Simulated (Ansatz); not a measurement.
`[SiH3]/N=[CH]\[SnH3]` + `O/C=C/[SiH3]` → `O/C=C/[SiH2][SiH3]` + `N=[CH][SnH3]`  (formal exchange of groups at the Si–N bond)

Isolated molecules relaxed with PBE0-D4/def2-TZVP in Ansatz; ΔE leaves out vibrations. CBS: MP2 limit from def2 TZ/QZ plus the TZ coupled-cluster correction, frozen cores. Double bonds are as drawn, so ΔE can hold a change between cis and trans. DFT in def2-TZVPP. def2 core potentials past Kr. For Sn outer-core shells are correlated without core-valence functions, which leaves a few kJ/mol of doubt a bond. Each species was taken in one conformer, which may not be the lowest.

CCSD(T)/CBS gives +38.2 kJ/mol.

(1) Another level gave +36.9 kJ/mol. Which?
A. ωB97M-V/def2-TZVPP
B. MP2/def2-TZVPP
C. PBE-D4/def2-TZVPP
D. CCSD/def2-TZVPP

Largest T1 diagnostic among the species: 0.015.

Results:

(1) D. CCSD/def2-TZVPP 36.9, PBE-D4 26.7, MP2/def2-TZVPP 46.3, ωB97M-V 41.1 kJ/mol.

The D4 term adds +3.5 kJ/mol with B3LYP and +1.6 kJ/mol with PBE0; it sums over pairs of atoms, weighted by their polarisabilities, and B3LYP, whose exchange is more repulsive, gets the larger term.

B3LYP here is the variant with VWN-RPA as its local correlation; programs differ in this.
